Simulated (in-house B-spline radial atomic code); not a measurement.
Configurations of F+, with energies counted from [He] 2s2 2p4. Computed with a radial B-spline atomic code at the basis-set limit: scalar-relativistic (X2C) revTPSS, spin-polarised, spherical fractional occupations, Fermi nucleus of rms radius 2.8976 fm. Shells without spins written out take the highest spin.

Occupations are held fixed; configurations that lie above the ionisation limit could autoionise.

```tsv
configuration	E - E(ref) (eV)	highest orbital	its <r> (bohr)
[He] 2s2 2p3 3s1	21.405	3s up	3.226
[He] 2s1 2p4 3p1	44.329	3p up	3.774
[He] 2s(1 up, 0 down) 2p(1 up, 3 down) 3s(1 up, 0 down)	46.804	3s up	3.284
[He] 2s1 2p4 3d1	47.82	3d up	4.902
[He] 2s(1 up, 0 down) 2p(1 up, 3 down) 3p(1 up, 0 down)	49.921	3p up	3.867
```

**Question.** Order these further configurations by energy, lowest first.
A. [He] 2s1 2p4 3s1
B. [He] 2s2 2p3 3d1
C. [He] 2s1 2p5
D. [He] 2s(0 up, 1 down) 2p(3 up, 2 down)
E. [He] 2s2 2p(0 up, 3 down) 3p(0 up, 1 down)

**Answer.** C (19.696 eV), D (21.934 eV), E (24.547 eV), B (28.046 eV), A (41.156 eV).
